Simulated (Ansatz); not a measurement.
Input for Ansatz (a quantum-chemistry and plane-wave program): R-wB97M-V/def2-TZVPP on H4SeSn (SMILES [SeH][SnH3]), a point of a torsion scan. Elements past Kr take the def2 small-core potentials; no spin–orbit coupling.

Ansatz 0.2 input:
```yaml
crystal:
  periodic: [false, false, false]
  atoms:
    - {symbol: Se, position_ang: [1.72587665, -0.90723219, -0.08988833]}
    - {symbol: Sn, position_ang: [-0.60823928, -0.00811255, -0.00189349]}
    - {symbol: H, position_ang: [2.34703762, 0.38109337, 0.04165497]}
    - {symbol: H, position_ang: [-1.27789320, 0.11794169, -1.53271229]}
    - {symbol: H, position_ang: [-0.61812230, 1.50517783, 0.71799542]}
    - {symbol: H, position_ang: [-1.55321873, -1.04982798, 0.89952151]}
basis:
  gaussian:
    orbitals: def2-TZVPP
hamiltonian:
  xc: {name: wB97M-V}
scf: {lower_state_search: off}
```

It printed:

```
WARN ansatz: RAYON_NUM_THREADS=1 ignored (pool sized by the plan → 1); use --threads N
Functional definition: wB97M-V
these checks for a lower state are left out or cut short: stability, starts, cluster_reference, orbital_swaps, neighbouring_geometries, increment
integrals: 0.10 GiB planned
1063 factors; their error is unknown
integrals: 0.13 GiB planned
227 factors; integrals over basis functions are off by at most 1.9e-5 eV
mean field: 0.87 GiB planned
mean field evaluation 1: about -71240.3273 eV, gradient 1.3e1 eV
mean field evaluation 2: about -71240.6761 eV, gradient 7.4e0 eV
mean field evaluation 4: about -71240.7854 eV, gradient 4.7e-1 eV
mean field evaluation 8: about -71241.0684 eV, gradient 3.4e-1 eV
mean field evaluation 16: about -71241.0685 eV, gradient 1.8e-5 eV
mean field -71241.06852734 eV, -2618.0609794491 hartree, gradient 4.9e-6 eV, S^2 0.000000; 0 other end points of the search recorded, 0 dependent functions left out
reference -71241.06858077 eV, -2618.0609814128 hartree; 30, 30 occupied and 124, 124 virtual orbitals, 1063 factors
Total energy: -71241.06858077 eV, -2618.0609814128 hartree
Checks for a lower state left out: stability, starts, cluster_reference, orbital_swaps, neighbouring_geometries, increment
```

The calculation finished and met its thresholds.

Cost: roughly 6 core-seconds.
